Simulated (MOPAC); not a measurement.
MOPAC input (AM1):

```
AM1 1SCF CHARGE=-1 GEO-OK AUX(PRECISION=9) THREADS=1
C2H7Si

C    -1.52198300 1   -0.72584300 1   -0.31559100 1
C    -0.68373700 1    0.51506800 1    0.00317100 1
Si    1.26310700 1    0.26784200 1    0.20426300 1
H    -1.18260200 1   -1.18469400 1   -1.24854000 1
H    -1.39726700 1   -1.48021200 1    0.46638800 1
H    -2.60174800 1   -0.52101000 1   -0.41545300 1
H    -0.83912000 1    1.27114900 1   -0.77878000 1
H    -1.05293000 1    0.97680900 1    0.92931400 1
H     1.45063200 1   -0.58308000 1   -1.07460800 1
H     1.17385600 1   -0.96410200 1    1.13651400 1
```

From the output:

```
                                                       MOPAC v23.2.5 Linux

          FINAL HEAT OF FORMATION =         -3.85333 KCAL/MOL =     -16.12234 KJ/MOL

          COSMO AREA              =        115.26 SQUARE ANGSTROMS
          COSMO VOLUME            =        105.08 CUBIC ANGSTROMS

          IONIZATION POTENTIAL    =          1.353515 EV
          HOMO LUMO ENERGIES (EV) =         -1.354  7.242
          NO. OF FILLED LEVELS    =         10
          MOLECULAR WEIGHT        =         59.1628         POINT GROUP:  Cs

          MOLECULAR DIMENSIONS (Angstroms)

            Atom       Atom       Distance
            H     9    H     6     4.10611
            H     7    H    10     3.12770
            H     4    H     8     3.06058

          SCF CALCULATIONS        =          1

   ATOM   CHEMICAL          X               Y               Z
  NUMBER   SYMBOL      (ANGSTROMS)     (ANGSTROMS)     (ANGSTROMS)

     1       C         -1.52198300  *  -0.72584300  *  -0.31559100  *
     2       C         -0.68373700  *   0.51506800  *   0.00317100  *
     3      Si          1.26310700  *   0.26784200  *   0.20426300  *
     4       H         -1.18260200  *  -1.18469400  *  -1.24854000  *
     5       H         -1.39726700  *  -1.48021200  *   0.46638800  *
     6       H         -2.60174800  *  -0.52101000  *  -0.41545300  *
     7       H         -0.83912000  *   1.27114900  *  -0.77878000  *
     8       H         -1.05293000  *   0.97680900  *   0.92931400  *
     9       H          1.45063200  *  -0.58308000  *  -1.07460800  *
    10       H          1.17385600  *  -0.96410200  *   1.13651400  *

                             CARTESIAN COORDINATES

   1    C       -1.521983000    -0.725843000    -0.315591000
   2    C       -0.683737000     0.515068000     0.003171000
   3   Si        1.263107000     0.267842000     0.204263000
   4    H       -1.182602000    -1.184694000    -1.248540000
   5    H       -1.397267000    -1.480212000     0.466388000
   6    H       -2.601748000    -0.521010000    -0.415453000
   7    H       -0.839120000     1.271149000    -0.778780000
   8    H       -1.052930000     0.976809000     0.929314000
   9    H        1.450632000    -0.583080000    -1.074608000
  10    H        1.173856000    -0.964102000     1.136514000

           Empirical Formula: C2 H7 Si  =    10 atoms

      MOLECULAR POINT GROUP   :   Cs

                  EIGENVALUES
 -28.17339 -18.93064 -10.40863 -10.25703  -8.38199  -7.76578  -7.35270  -5.09090
  -5.05862  -1.35351   7.24168   7.52822   8.62881   8.64073   8.97304   9.17862
   9.58854   9.73916  10.08732

              NET ATOMIC CHARGES AND DIPOLE CONTRIBUTIONS

  ATOM NO.   TYPE          CHARGE      No. of ELECS.   s-Pop       p-Pop
    1          C          -0.173168        4.1732     1.21661     2.95656
    2          C          -0.362090        4.3621     1.25952     3.10257
    3         Si          -0.147307        4.1473     1.19622     2.95109
    4          H           0.048244        0.9518     0.95176
    5          H           0.048244        0.9518     0.95176
    6          H           0.010585        0.9894     0.98941
    7          H           0.036207        0.9638     0.96379
    8          H           0.036207        0.9638     0.96379
    9          H          -0.248461        1.2485     1.24846
   10          H          -0.248461        1.2485     1.24846
 DIPOLE           X         Y         Z       TOTAL
 POINT-CHG.    -2.265     1.314    -0.057     2.619
 HYBRID        -2.936    -2.691    -0.831     4.069
 SUM           -5.201    -1.378    -0.888     5.453

          ATOMIC ORBITAL ELECTRON POPULATIONS

     Atom    s        px        py        pz
    1  C   1.21661   0.94977   1.00714   0.99965
    2  C   1.25952   1.18171   0.94274   0.97812
    3 Si   1.19622   0.94670   1.20618   0.79822
    4  H   0.95176
    5  H   0.95176
    6  H   0.98941
    7  H   0.96379
    8  H   0.96379
    9  H   1.24846
   10  H   1.24846

 **********************
 *                    *
 * JOB ENDED NORMALLY *
 *                    *
 **********************

 == MOPAC DONE ==
```

The dipole moment of an ion depends on the origin.

The geometry given is a B3LYP-D3(BJ)/def2-TZVP minimum.
